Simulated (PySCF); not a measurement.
PySCF job for Sn(F)(Me) (CH3FSn), SMILES [F][Sn][CH3] (connectivity only; charge and spin as stated), neutral, multiplicity 1, TDA-LC-ωPBE/def2-SVPD. Coordinates come from a PBE-D3(BJ)/def2-TZVP optimisation. The def2 effective core potentials stand for the cores of Sn; spin–orbit coupling is left out.

```python
import numpy as np
from pyscf import gto, scf, dft, tdscf

mol = gto.M(
    atom='''
    Sn    0.36434184    0.14955000    0.00000000
    F    -1.36659163    1.11021674   -0.00000000
    C    -0.59414611   -1.83117000    0.00000000
    H     0.12968858   -2.65789688   -0.00000000
    H    -1.24128958   -1.91226684   -0.88731122
    H    -1.24128958   -1.91226684    0.88731122
    ''',
    basis='def2-SVPD',
    ecp={'Sn': 'def2-svp'},
    charge=0,
    spin=0,
    symmetry=True,
    max_memory=1600,
    verbose=4,
)
mf = dft.RKS(mol, xc='lc_wpbe').density_fit(auxbasis='def2-universal-jkfit')
mf.grids.level = 3
mf.conv_tol = 1e-9
mf.max_cycle = 100
mf.kernel()
mf.grids = dft.Grids(mol).set(level=1).build(with_non0tab=True)  # coarser grid for the response kernel
td = tdscf.TDA(mf)
td.singlet = True
td.nstates = 10
td.conv_tol = 1e-4
td.kernel(x0=td.get_init_guess(mf, 15))
td.analyze()
tt = tdscf.TDA(mf)
tt.singlet = False
tt.nstates = 4
tt.conv_tol = 1e-4
tt.kernel(x0=tt.get_init_guess(mf, 9))
tt.analyze(verbose=3)
```

Output:

```
PySCF version 2.14.0

[INPUT] verbose = 4
[INPUT] num. atoms = 6
[INPUT] num. electrons = 40
[INPUT] charge = 0
[INPUT] spin (= nelec alpha-beta = 2S) = 0
[INPUT] symmetry True subgroup None
[INPUT] Mole.unit = angstrom
[INPUT] Symbol           X                Y                Z      unit          X                Y                Z       unit  Magmom
[INPUT]  1 Sn     0.364341840000   0.149550000000   0.000000000000 AA    0.688506293320   0.282608541929   0.000000000000 Bohr   0.0
[INPUT]  2 F     -1.366591630000   1.110216740000   0.000000000000 AA   -2.582483904823   2.098005577507   0.000000000000 Bohr   0.0
[INPUT]  3 C     -0.594146110000  -1.831170000000   0.000000000000 AA   -1.122773425876  -3.460409787520   0.000000000000 Bohr   0.0
[INPUT]  4 H      0.129688580000  -2.657896880000   0.000000000000 AA    0.245075897684  -5.022697170536   0.000000000000 Bohr   0.0
[INPUT]  5 H     -1.241289580000  -1.912266840000  -0.887311220000 AA   -2.345697347476  -3.613660604687  -1.676775193054 Bohr   0.0
[INPUT]  6 H     -1.241289580000  -1.912266840000   0.887311220000 AA   -2.345697347476  -3.613660604687   1.676775193054 Bohr   0.0

nuclear repulsion = 120.376699519486
point group symmetry = Cs
symmetry origin: [2.50110810e-09 2.77900906e-09 0.00000000e+00]
symmetry axis x: [ 1.00000000e+00 -5.31692049e-09  6.60139070e-19]
symmetry axis y: [-5.31692049e-09 -1.00000000e+00 -2.39257466e-18]
symmetry axis z: [ 4.39812454e-19 -2.39257466e-18  1.00000000e+00]
num. orbitals of irrep A' = 66
num. orbitals of irrep A" = 33
number of shells = 41
number of NR pGTOs = 160
number of NR cGTOs = 99
basis = def2-SVPD
ecp = {'Sn': 'def2-svp'}


[settings echo left out]
init E= -330.568430187891
HOMO (A') = -0.786921015121924  LUMO (A") = -0.683877611621621  gap/eV = 2.80395
cycle= 1 E= -352.986788168788  delta_E= -22.4  |g|= 2.15  |ddm|= 8.56
HOMO (A') = -0.137287713577976  LUMO (A') = 0.0269530504791931  gap/eV = 4.46922
cycle= 2 E= -353.631780494217  delta_E= -0.645  |g|= 1.34  |ddm|= 7.09
HOMO (A') = -0.29850731728375  LUMO (A") = -0.00699121244793188  gap/eV = 7.93256
cycle= 3 E= -353.923799241012  delta_E= -0.292  |g|= 0.195  |ddm|= 1.71
HOMO (A') = -0.338656092120903  LUMO (A") = -0.0229016595109868  gap/eV = 8.59212
cycle= 4 E= -353.929064468296  delta_E= -0.00527  |g|= 0.141  |ddm|= 0.28
HOMO (A') = -0.340914374048328  LUMO (A") = -0.0219196816990825  gap/eV = 8.68029
cycle= 5 E= -353.932585982793  delta_E= -0.00352  |g|= 0.0249  |ddm|= 0.11
HOMO (A') = -0.337918675818688  LUMO (A") = -0.0202424252914222  gap/eV = 8.64441
cycle= 6 E= -353.932763892485  delta_E= -0.000178  |g|= 0.00811  |ddm|= 0.0348
HOMO (A') = -0.338485416166193  LUMO (A") = -0.0198645816197023  gap/eV = 8.67011
cycle= 7 E= -353.932796190573  delta_E= -3.23e-05  |g|= 0.00162  |ddm|= 0.0161
HOMO (A') = -0.338502992569069  LUMO (A") = -0.0199914490738999  gap/eV = 8.66714
cycle= 8 E= -353.932798547994  delta_E= -2.36e-06  |g|= 0.000339  |ddm|= 0.00575
HOMO (A') = -0.33846971868957  LUMO (A") = -0.0199600990760933  gap/eV = 8.66709
cycle= 9 E= -353.932798678161  delta_E= -1.3e-07  |g|= 8.08e-05  |ddm|= 0.00157
HOMO (A') = -0.338469430710219  LUMO (A") = -0.0199564178139977  gap/eV = 8.66718
cycle= 10 E= -353.932798685685  delta_E= -7.52e-09  |g|= 1.84e-05  |ddm|= 0.000447
HOMO (A') = -0.338470944871101  LUMO (A") = -0.0199581361430714  gap/eV = 8.66717
cycle= 11 E= -353.932798686146  delta_E= -4.62e-10  |g|= 5.97e-06  |ddm|= 0.000105
HOMO (A') = -0.338470815517095  LUMO (A") = -0.019958068755964  gap/eV = 8.66717
Extra cycle  E= -353.932798686191  delta_E= -4.47e-11  |g|= 2.85e-06  |ddm|= 2.27e-05
converged SCF energy = -353.932798686191
tot grids = 25928


******** <class 'pyscf.tdscf.rks.TDA'> for <class 'pyscf.df.df_jk.DFSymAdaptedRKS'> ********
nstates = 10 singlet
deg_eia_thresh = 1.000e-03
wfnsym = None
conv_tol = 0.0001
eigh lindep = 1e-12
eigh level_shift = 0
eigh max_cycle = 100


Excitation energies (eV)
[3.08751857 5.45509708 6.50190446 6.91992552 6.99426685 7.10997691
 7.386064   8.49232357 8.52853359 8.63124824]

** Singlet excitation energies and oscillator strengths **
Excited State   1:   A"      3.08752 eV    401.57 nm  f=0.0415
      20 -> 21       -0.69822
Excited State   2:   A'      5.45510 eV    227.28 nm  f=0.1095
      20 -> 22       -0.67307
      20 -> 24       -0.13954
Excited State   3:   A"      6.50190 eV    190.69 nm  f=0.0750
      19 -> 21        0.69295
Excited State   4:   A'      6.91993 eV    179.17 nm  f=0.0099
      20 -> 22       -0.11964
      20 -> 23        0.63100
      20 -> 24        0.26236
Excited State   5:   A"      6.99427 eV    177.27 nm  f=0.0026
      17 -> 21        0.69081
Excited State   6:   A'      7.10998 eV    174.38 nm  f=0.7490
      20 -> 23       -0.27376
      20 -> 24        0.61914
Excited State   7:   A'      7.38606 eV    167.86 nm  f=0.0112
      18 -> 21       -0.65858
      19 -> 22       -0.16985
Excited State   8:   A'      8.49232 eV    146.00 nm  f=0.0095
      17 -> 22       -0.13798
      20 -> 25       -0.64181
      20 -> 28        0.12062
Excited State   9:   A"      8.52853 eV    145.38 nm  f=0.0000
      20 -> 26        0.67213
      20 -> 27        0.16641
Excited State  10:   A"      8.63125 eV    143.65 nm  f=0.0045
      15 -> 21       -0.69086

** Transition electric dipole moments (AU) **
state          X           Y           Z        Dip. S.      Osc.
  1        -0.0000     -0.0000     -0.7403      0.5480      0.0415
  2         0.5402     -0.7262     -0.0000      0.8192      0.1095
  3        -0.0000     -0.0000     -0.6864      0.4711      0.0750
  4        -0.0032     -0.2420     -0.0000      0.0586      0.0099
  5        -0.0000     -0.0000      0.1230      0.0151      0.0026
  6        -1.2565     -1.6496     -0.0000      4.3001      0.7490
  7         0.0454     -0.2446     -0.0000      0.0619      0.0112
  8         0.0647      0.2032      0.0000      0.0455      0.0095
  9        -0.0000     -0.0000     -0.0019      0.0000      0.0000
 10        -0.0000     -0.0000     -0.1451      0.0211      0.0045

WARN: ECP detected. Skipping calculation of transition velocity and magnetic dipole moments, which have not yet been implemented.



******** <class 'pyscf.tdscf.rks.TDA'> for <class 'pyscf.df.df_jk.DFSymAdaptedRKS'> ********
nstates = 4 triplet
deg_eia_thresh = 1.000e-03
wfnsym = None
conv_tol = 0.0001
eigh lindep = 1e-12
eigh level_shift = 0
eigh max_cycle = 100


Excitation energies (eV)
[1.94166659 4.35060238 5.63676979 5.73646407]

** Triplet excitation energies and oscillator strengths **
Excited State   1:   A"      1.94167 eV    638.55 nm  f=0.0000
Excited State   2:   A'      4.35060 eV    284.98 nm  f=0.0000
Excited State   3:   A"      5.63677 eV    219.96 nm  f=0.0000
Excited State   4:   A'      5.73646 eV    216.13 nm  f=0.0000
```

The calculation finished and met its thresholds.
